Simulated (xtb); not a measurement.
C₂H₈N (SMILES C[NH2+]C), charge +1, singlet, geometry from GFN2-xTB; GFN1-xTB (xtb).

Here is a job for xtb.
```
$ xtb mol.xyz --gfn 1 --chrg 1 --hess --json

# file mol.xyz
11

C      1.13626145     0.51800927    -0.17136574
N      0.11223500    -0.53475827    -0.00839106
C     -1.24753940     0.01218899     0.17968525
H      2.12079925     0.07512594    -0.30685866
H      0.90342083     1.13036038    -1.04048709
H      1.15583745     1.15586555     0.71028992
H      0.35547925    -1.11851683     0.80222890
H      0.11904322    -1.14240726    -0.83770577
H     -1.97014570    -0.79293439     0.29559530
H     -1.27499751     0.64006506     1.06826740
H     -1.52741413     0.61455989    -0.68250961
```

**Question.** What does xtb print? Leave out banner, timings and long lists.

**Answer.** 
```
   ID    Z sym.   atoms
    1    6 C      1, 3
    2    7 N      2
    3    1 H      4-11

           -------------------------------------------------
          |                Calculation Setup                |
           -------------------------------------------------

           -------------------------------------------------
          |                 G F N 1 - x T B                 |
           -------------------------------------------------

          ...................................................
          :                      SETUP                      :
          :.................................................:
          :  # basis functions                  28          :
          :  # atomic orbitals                  28          :
          :  # shells                           22          :
          :  # electrons                        20          :
          :  # halogen bonds                     0          :
          :  max. iterations                   250          :
          :  Hamiltonian                  GFN1-xTB          :
          :  restarted?                      false          :
          :  GBSA solvation                  false          :
          :  PC potential                    false          :
          :  electronic temp.          300.0000000     K    :
          :  accuracy                    1.0000000          :
          :  -> integral cutoff          0.2500000E+02      :
          :  -> integral neglect         0.1000000E-07      :
          :  -> SCF convergence          0.1000000E-05 Eh   :
          :  -> wf. convergence          0.2000000E-04 e    :
          :  Broyden damping             0.4000000          :
          :  net charge                          1          :
          :  unpaired electrons                  0          :
          ...................................................

 iter      E             dE          RMSdq      gap      omega  full diag
   1    -11.3921780 -0.113922E+02  0.658E+00    9.61       0.0  T
   2    -11.4364682 -0.442902E-01  0.389E+00    9.93       1.0  T
   3    -11.4376348 -0.116661E-02  0.866E-01    9.61       1.0  T
   4    -11.4382164 -0.581591E-03  0.568E-02    9.64       1.0  T
   5    -11.4382280 -0.115301E-04  0.111E-02    9.66       2.7  T
   6    -11.4382282 -0.260287E-06  0.127E-03    9.67      23.7  T
   7    -11.4382282 -0.109327E-07  0.156E-04    9.67     193.7  T
   8    -11.4382282 -0.125347E-09  0.189E-05    9.67    1595.9  T

   *** convergence criteria satisfied after 8 iterations ***

         :::::::::::::::::::::::::::::::::::::::::::::::::::::
         ::                     SUMMARY                     ::
         :::::::::::::::::::::::::::::::::::::::::::::::::::::
         :: total energy             -11.291386243808 Eh    ::
         :: gradient norm              0.017624186083 Eh/a0 ::
         :: HOMO-LUMO gap              9.670211771288 eV    ::
         ::.................................................::
         :: SCC energy               -11.438228234466 Eh    ::
         :: -> electrostatic           0.122119617380 Eh    ::
         :: repulsion energy           0.149430769546 Eh    ::
         :: dispersion energy         -0.002588778888 Eh    ::
         :: halogen bond corr.         0.000000000000 Eh    ::
         :: add. restraining           0.000000000000 Eh    ::
         :: total charge               1.000000000000 e     ::
         :::::::::::::::::::::::::::::::::::::::::::::::::::::

           -------------------------------------------------
          |                Numerical Hessian                |
           -------------------------------------------------
step length          :   0.00500
SCC accuracy         :   0.30000
Hessian scale factor :   1.00000
frozen atoms in %    :   0.00000    0
RMS gradient         :   0.01762 !! INCOMPLETELY OPTIMIZED GEOMETRY !!
estimated CPU  time      0.01 min

writing file <hessian>.

 projected vibrational frequencies (cm⁻¹)
eigval :       -0.00    -0.00     0.00     0.00     0.00     0.00
eigval :       94.19   217.53   372.99   801.64   900.77   984.05
eigval :      994.81  1061.74  1167.18  1197.83  1271.87  1343.17
eigval :     1371.51  1381.06  1419.39  1428.50  1429.23  1429.51
eigval :     1515.86  3053.69  3054.17  3106.33  3106.76  3107.50
eigval :     3108.90  3272.34  3332.25
           -------------------------------------------------
          |                Property Printout                |
           -------------------------------------------------

    * Orbital Energies and Occupations

         #    Occupation            Energy/Eh            Energy/eV
      -------------------------------------------------------------
         1        2.0000           -1.0637459             -28.9460
         2        2.0000           -0.8823882             -24.0110
         3        2.0000           -0.8725055             -23.7421
         4        2.0000           -0.8571474             -23.3242
         5        2.0000           -0.8095489             -22.0289
         6        2.0000           -0.7886842             -21.4612
         7        2.0000           -0.7390164             -20.1097
         8        2.0000           -0.7353550             -20.0100
         9        2.0000           -0.7286668             -19.8280
        10        2.0000           -0.7283406             -19.8192 (HOMO)
        11                         -0.3729673             -10.1490 (LUMO)
        12                         -0.3458483              -9.4110
        13                         -0.3443405              -9.3700
        14                         -0.3314320              -9.0187
        15                         -0.2801180              -7.6224
        16                         -0.2764338              -7.5221
        17                         -0.2625206              -7.1435
        18                         -0.2574273              -7.0050
[...]
    10   1 H    0.991 --     3 C    0.983
    11   1 H    0.991 --     3 C    0.983
 ---------------------------------------------------------------------------

Topologies differ in total number of bonds
Writing topology from bond orders to xtbtopo.mol

 dipole moment from electron density (au)
     X       Y       Z
   0.1759  -0.8379  -0.0131  total (Debye):    2.176

           -------------------------------------------------
          |               Frequency Printout                |
           -------------------------------------------------
 projected vibrational frequencies (cm⁻¹)
eigval :       -0.00    -0.00     0.00     0.00     0.00     0.00
eigval :       94.19   217.53   372.99   801.64   900.77   984.05
eigval :      994.81  1061.74  1167.18  1197.83  1271.87  1343.17
eigval :     1371.51  1381.06  1419.39  1428.50  1429.23  1429.51
eigval :     1515.86  3053.69  3054.17  3106.33  3106.76  3107.50
eigval :     3108.90  3272.34  3332.25
 reduced masses (amu)
   1:  8.57   2:  9.04   3: 10.26   4:  8.62   5: 10.49   6:  7.01   7:  1.26   8:  2.71
   9:  8.08  10:  2.04  11:  8.70  12:  2.03  13:  3.66  14:  8.36  15:  6.15  16:  5.72
Molecule has the following symmetry elements: (C2) 2*(sigma)
It seems to be the C2v point group
  17:  2.22  18:  5.04  19:  3.02  20:  3.08  21:  1.40  22:  1.60  23:  1.43  24:  1.43
  25:  2.09  26:  1.27  27:  1.28  28:  2.02  29:  2.01  30:  2.01  31:  2.01  32:  1.58
  33:  2.09
 IR intensities (km·mol⁻¹)
   1: 24.15   2:  8.12   3: 20.17   4:  2.55   5: 22.66   6:  0.12   7:  0.00   8:  2.63
   9:  0.08  10: 53.77  11:  4.77  12:  0.00  13: 29.02  14:  1.42  15:  1.62  16:  1.03
  17:  0.00  18:117.48  19: 27.10  20: 13.06  21:  0.00  22: 39.21  23: 63.55  24: 25.28
  25:119.76  26:  0.11  27:  0.47  28:  0.47  29:  0.00  30:  0.44  31:  0.47  32: 31.25
  33: 42.81
 Raman intensities (Ä⁴*amu⁻¹)
   1:  0.00   2:  0.00   3:  0.00   4:  0.00   5:  0.00   6:  0.00   7:  0.00   8:  0.00
   9:  0.00  10:  0.00  11:  0.00  12:  0.00  13:  0.00  14:  0.00  15:  0.00  16:  0.00
  17:  0.00  18:  0.00  19:  0.00  20:  0.00  21:  0.00  22:  0.00  23:  0.00  24:  0.00
  25:  0.00  26:  0.00  27:  0.00  28:  0.00  29:  0.00  30:  0.00  31:  0.00  32:  0.00
  33:  0.00
 output can be read by thermo (or use thermo option).
 writing <g98.out> molden fake output.
 recommended (thermochemical) frequency scaling factor: 1.0
           -------------------------------------------------
          |             Thermodynamic Functions             |
           -------------------------------------------------

c2v symmetry found (for desy threshold:  0.10E+00) used in thermo

          ...................................................
          :                      SETUP                      :
          :.................................................:
          :  # frequencies                          27      :
          :  # imaginary freq.                       0      :
          :  linear?                             false      :
          :  only rotor calc.                    false      :
          :  symmetry                              c2v      :
          :  rotational number                       2      :
          :  scaling factor                  1.0000000      :
          :  rotor cutoff                   50.0000000 cm⁻¹ :
          :  imag. cutoff                  -20.0000000 cm⁻¹ :
          :.................................................:

    mode    ω/cm⁻¹     T·S(HO)/kcal·mol⁻¹    T·S(FR)/kcal·mol⁻¹   T·S(vib)
   ------------------------------------------------------------------------
       1     94.19    -1.06471 ( 92.64%)    -0.86777 (  7.36%)    -1.05022
       2    217.53    -0.59020 ( 99.72%)    -0.62048 (  0.28%)    -0.59029
   ------------------------------------------------------------------------

   temp. (K)  partition function   enthalpy   heat capacity  entropy
                                   cal/mol     cal/K/mol   cal/K/mol   J/K/mol
 298.15  VIB   5.44                 1229.486      8.874      7.441
         ROT  0.938E+04              888.752      2.981     21.156
         INT  0.510E+05             2118.239     11.855     28.597
         TR   0.303E+27             1481.254      4.968     37.392
         TOT                        3599.4925    16.8228    65.9894   276.0997

       T/K    H(0)-H(T)+PV         H(T)/Eh          T*S/Eh         G(T)/Eh
   ------------------------------------------------------------------------
    298.15    0.573616E-02    0.109449E+00    0.313537E-01    0.780956E-01
   ------------------------------------------------------------------------

         :::::::::::::::::::::::::::::::::::::::::::::::::::::
         ::                  THERMODYNAMIC                  ::
         :::::::::::::::::::::::::::::::::::::::::::::::::::::
         :: total free energy         -11.213290677987 Eh   ::
         ::.................................................::
         :: total energy              -11.291386243810 Eh   ::
         :: zero point energy           0.103713113014 Eh   ::
         :: G(RRHO) w/o ZPVE           -0.025617547191 Eh   ::
         :: G(RRHO) contrib.            0.078095565823 Eh   ::
         :::::::::::::::::::::::::::::::::::::::::::::::::::::

           -------------------------------------------------
          | TOTAL ENERGY              -11.291386243810 Eh   |
          | TOTAL ENTHALPY            -11.181936974340 Eh   |
          | TOTAL FREE ENERGY         -11.213290677987 Eh   |
          | GRADIENT NORM               0.017624325739 Eh/α |
          | HOMO-LUMO GAP               9.670199017083 eV   |
           -------------------------------------------------
########################################################################
[WARNING] Runtime exception occurred
-1- hessian_numhess: Hessian on incompletely optimized geometry!
########################################################################

normal termination of xtb
```
